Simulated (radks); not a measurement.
Results of a calculation; reference values are marked as such.
Q: Coherent X-ray form factor from a spherical all-electron density. Code: a radial shooting solver on a logarithmic mesh with Libxc functionals. Model: scalar-relativistic Kohn-Sham, BLYP, spin-polarised, spherical densities, point nucleus.

| sin(theta)/lambda (1/angstrom) | f0 (electrons) |
|---|---|
| 0.05 | 59.350 |
| 0.1 | 57.515 |
| 0.15 | 54.800 |
| 0.2 | 51.587 |
| 0.25 | 48.230 |
| 0.3 | 44.982 |
| 0.4 | 39.271 |
| 0.5 | 34.650 |
| 0.6 | 30.834 |
| 0.8 | 24.827 |
| 1 | 20.601 |
| 1.25 | 17.234 |
| 1.5 | 14.983 |
| 2 | 11.315 |

The species is in the configuration that NIST lists as its ground one. Which atom or ion scatters so?

A: The europium ion Eu3+, [Kr] 4d10 4f(up 3, down 3) 5p6 5s(up 1, down 1). Extrapolating in s^2 from the first two rows gives f0(0) = 60.0, near the electron count 60; among species with that count, the fall with angle is slower the higher Z, and the table is that of Z = 63; from so few rows the species is fixed only to a neighbour or two.
